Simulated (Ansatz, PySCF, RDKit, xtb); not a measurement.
Complex: GeH4O (SMILES [OH][GeH3]) (first 6 atoms) with NH3 (SMILES N); geometry from B3LYP-D3(BJ)/def2-TZVP.
(charge 0, multiplicity 1):
```xyz
10

O     -0.36249     0.71426     0.57519
Ge     0.51478    -0.70742    -0.03531
H     -0.46111     0.69066     1.54997
H      1.93723    -0.77697     0.56828
H      0.58414    -0.52578    -1.55836
H     -0.23739    -2.01145     0.32022
N     -0.66815     0.66361     3.44829
H     -1.64524     0.83347     3.65901
H     -0.39789    -0.19491     3.91492
H     -0.12909     1.41891     3.85653
```

Monomers are frozen at their geometry in the pair; levels with a basis set take the counterpoise correction. Rows marked so take none. RDKit's UFF carries no charges.

Rows in 3-21G carry no dispersion term and start afresh at each structure; the Pople sets are all-electron and without relativity.

Codes used: Ansatz (Gaussian basis) for Hartree–Fock, density functionals and correlated methods; PySCF for 3-21G rows, the dispersion terms; RDKit for the force fields; xtb for the GFN methods. 

**Question.** One of these levels gives -53.2 kJ/mol for the interaction energy. Which?
(A) PBE-D3(BJ)/def2-TZVPPD
(B) GFN2-xTB
(C) HF/3-21G (no counterpoise)
(D) UFF

**Answer.** C, HF/3-21G (no counterpoise). The others give 124.9 (UFF), -25.9 (GFN2-xTB), -36.1 (PBE-D3(BJ)/def2-TZVPPD)

Ansatz is a quantum-chemistry and plane-wave program.
